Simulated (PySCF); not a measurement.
Molecule: `c1(C=O)ccoc1`, C5H4O2.

Bonds (- single, = double, # triple, : aromatic): O1=C2 1.207 Å, C2-C3 1.466 Å, C3:C4 1.436 Å, C4:C5 1.359 Å, C5:O6 1.355 Å, O6:C7 1.335 Å, C7:C3 1.373 Å. C2 carries H8; C4 carries H9; C5 carries H10; C7 carries H11.

Geometry PBE0-D3(BJ)/def2-SVP throughout; GIAO in PySCF, gas phase, one conformer, non-relativistic; equivalent atoms averaged; basis pcSseg-1.

(1) How do the shifts δ (against H2O, TMS at the same level) depend on the functional? (a selection of nuclei; ppm; last column core-seconds on shared hosts with different chips, so compare them loosely; the GGAs took longer than the global hybrids here, which isn't the general rule, and the cause wasn't traced)

(2) Which nucleus among those listed moves most, in ppm?

Results:

(1) 
```tsv
functional	kind	O1	O6	C2	C5	C3	C4	H11	H10	H9	core-s
HF	Hartree–Fock	638.0	282.6	188.7	149.0	126.9	116.5	8.56	7.54	6.92	5.5
BP86	GGA	648.2	315.6	183.9	145.3	131.5	114.2	7.99	7.29	6.67	19
B97-D	GGA	621.5	306.2	178.4	141.2	127.3	110.7	7.97	7.26	6.60	18
PBE0	global hybrid	660.8	311.9	187.3	147.4	131.6	116.1	8.17	7.39	6.81	8.9
WP04	global hybrid	616.8	299.7	185.3	148.6	132.7	117.4	7.97	7.19	6.56	10
B97-2	global hybrid	637.2	304.9	183.0	144.4	128.6	113.5	8.13	7.35	6.74	12
BHandHLYP	global hybrid	661.7	307.0	189.5	150.2	132.5	117.9	8.29	7.42	6.82	12
CAM-B3LYP	range-separated hybrid	672.6	314.3	191.8	151.2	135.1	119.1	8.16	7.36	6.79	16
wB97X-D	range-separated hybrid	654.9	305.6	189.1	148.8	132.1	117.1	8.18	7.39	6.82	14
```

(2) O1 (aldehyde oxygen): from 616.8 ppm with WP04 to 672.6 ppm with CAM-B3LYP. The smallest spread is 0.35 ppm, at H10. Proton shifts span only some 12 ppm, so a few tenths of a ppm matter as much there as several ppm in carbon.
